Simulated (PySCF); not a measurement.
SiPH5O4

The system: SiPH5O4, a small molecule; neutral, singlet. The structure, one conformer, was relaxed in the gas phase by PBE0-D3(BJ)/def2-SVP. No frequency run checks that it is a minimum.

SMILES: O=P(O)(O)O[SiH3]

| atom | x (Å) | y (Å) | z (Å) |
| --- | --- | --- | --- |
| O1 | 0.271 | -1.562 | -1.121 |
| P2 | -0.662 | -0.492 | -0.729 |
| O3 | -1.119 | 0.475 | -1.916 |
| O4 | -2.068 | -0.967 | -0.106 |
| O5 | -0.092 | 0.515 | 0.384 |
| Si6 | 1.501 | 0.545 | 0.970 |
| H7 | -1.739 | 1.160 | -1.635 |
| H8 | -2.015 | -1.882 | 0.196 |
| H9 | 2.457 | 0.705 | -0.157 |
| H10 | 1.780 | -0.701 | 1.734 |
| H11 | 1.550 | 1.727 | 1.870 |

Shieldings: GIAO PBE0/pcSseg-2. Shifts are against computed references at the same level: H TMS (σ 31.24 ppm), Si TMS (σ 341.3 ppm). Core levels by delta-SCF with SCAN, pcX-2 on the ionised atom and pcseg-1 elsewhere, spin-free X2C (2p3/2 is the spin-free 2p value less a third of a first-order spin-orbit splitting); from the vacuum level, for chosen atoms.

**Question.** Give the shieldings and core levels atom by atom.

**Answer.** 
```tsv
atoms	bonded to	σ (ppm)	δ (ppm)	core level (eV)
O1	1 P	188.9	-	1s 537.27
P2	4 O	305.6	-	2p3/2 140.39
O3	1 P + 1 H	222.9	-	1s 540.01
O4	1 P + 1 H	215.5	-	1s 539.97
O5	1 P + 1 Si	222.4	-	1s 538.97
Si6	1 O + 3 H	373.5	-32.2	-
H7	1 O	28.05	3.19	-
H8	1 O	27.80	3.45	-
H9 H10 H11	1 Si	26.25	4.99	-
```

Values are those of this one static structure, with the three H of a rotating XH3 group averaged; atoms that internal rotation interchanges would show their mean in an NMR spectrum.

**Question.** Which of O1, O3, O4, O5 holds its core electrons tightest, and by how much against the loosest?

**Answer.** O3 (bonded to 1 P + 1 H), by 2.74 eV over O1 (bonded to 1 P).

**Question.** By CAM-B3LYP/def2-SVPD (TDDFT singlets, Tamm-Dancoff triplets, ionisation by delta-SCF), where does absorption start, and what does vertical ionisation take?

**Answer.** The lowest singlet lies at 7.64 eV (f 0.021), the lowest triplet at 7.37 eV; vertical ionisation takes 11.38 eV.
